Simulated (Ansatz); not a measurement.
Molecule: SnI, charge 1, multiplicity 1. SMILES: [Sn+][I]
Geometry: optimised at B3LYP-D3(BJ)/def2-TZVP (Ansatz, an electronic-structure program).

Property: vertical electron affinity (to the doublet state of charge +0; a negative value means that the extra electron is unbound and the number depends on the basis; each state is the SCF solution reached for its spin), in eV. Correlated levels leave the core frozen unless marked. UHF or UKS for open shells. Spin-orbit coupling is left out. Frozen are the shells of the preceding noble gas and the d and f shells that filled before the atom's block. In def2 rows, elements after Kr have scalar-relativistic effective core potentials. CBS(X,Y): correlation extrapolated as X^-3; Hartree-Fock from the larger set.

```tsv
level	program	vertical electron affinity (eV)
SVWN5/def2-TZVPD	Ansatz	6.77
PBE/def2-TZVPD	Ansatz	6.63
r2SCAN/def2-TZVPD	Ansatz	6.83
B3LYP/def2-TZVPD	Ansatz	6.75
PBE0/def2-TZVPD	Ansatz	6.80
BHLYP/def2-TZVPD	Ansatz	6.78
CAM-B3LYP/def2-TZVPD	Ansatz	6.88
wB97M-V/def2-TZVPD	Ansatz	6.83
wB97X-V/def2-TZVPD	Ansatz	6.81
wB97X/def2-TZVPD	Ansatz	6.76
CCSD/def2-SVPD	Ansatz	6.59
CCSD/def2-TZVPPD	Ansatz	6.68
CCSD/def2-QZVPPD	Ansatz	6.73
CCSD/CBS(def2-TZVPPD,def2-QZVPPD)	Ansatz	6.78
CCSD(T)/def2-SVPD	Ansatz	6.54
CCSD(T)/def2-TZVPPD	Ansatz	6.65
CCSD(T)/def2-QZVPPD	Ansatz	6.71
CCSD(T)/CBS(def2-TZVPPD,def2-QZVPPD)	Ansatz	6.76
```
